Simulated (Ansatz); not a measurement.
`[AlH2][SiH2][ZnH]` + H–F → `F[SiH2][AlH2]` + `[ZnH2]` at 700 K and 1 bar (cleavage of the Si–Zn bond).

Gas-phase electronic energies from Ansatz, PBE0-D4/def2-TZVP geometries. CCSD(T)/CBS adds triple-zeta CCSD(T) − MP2 to the extrapolated MP2 energy (def2 sets, frozen cores). This one scheme is used for every species. For Zn outer-core shells are correlated without core-valence functions, which leaves a few kJ/mol of doubt a bond. Scalar relativity is left out up to krypton.

```
            species  CCSD(T)/CBS energy (Eh)  H − E (kJ/mol)  S (J/(mol·K))
`[AlH2][SiH2][ZnH]`              -2312.44185           167.4          460.8
                H–F               -100.39570            45.2          198.5
    `F[SiH2][AlH2]`               -633.31837           146.4          404.2
           `[ZnH2]`              -1779.54550            57.4          237.3
```

H − E and S are ideal-gas, rigid-rotor, harmonic terms from PBE0-D4/def2-TZVP. 1 Eh = 2625.50 kJ/mol, R = 8.31446 J/(mol·K).

Problem. By hand: ΔE, ΔH, ΔS and ΔG.

Solution. ΔE = (-633.31837) + (-1779.54550) − (-2312.44185) − (-100.39570) = -0.02632 Eh = -69.1 kJ/mol. Δ(H − E) = 146.4 + 57.4 − 167.4 − 45.2 = -8.8, so ΔH = -77.9 kJ/mol. ΔS = 404.2 + 237.3 − 460.8 − 198.5 = -17.8 J/(mol·K). ΔG = -77.9 − 700 × (-17.8)/1000 = -65.4 kJ/mol.

Problem. By hand: the equilibrium constant, and the temperature at which ΔG would vanish if ΔH and ΔS stayed fixed.

Solution. log₁₀ K = −ΔG/(RT ln 10) = 4.9. ΔG = 0 at ΔH/ΔS = 4376 K, far beyond where these terms or the molecules hold.

ΔH outweighs TΔS. A doubt of 5 kJ/mol in ΔE shifts log₁₀ K by 0.4 here. These are equilibria of isolated gas molecules and say nothing of rates. Largest T1 diagnostic: 0.016 (customary marks: 0.02 for closed shells, 0.045 for open ones).
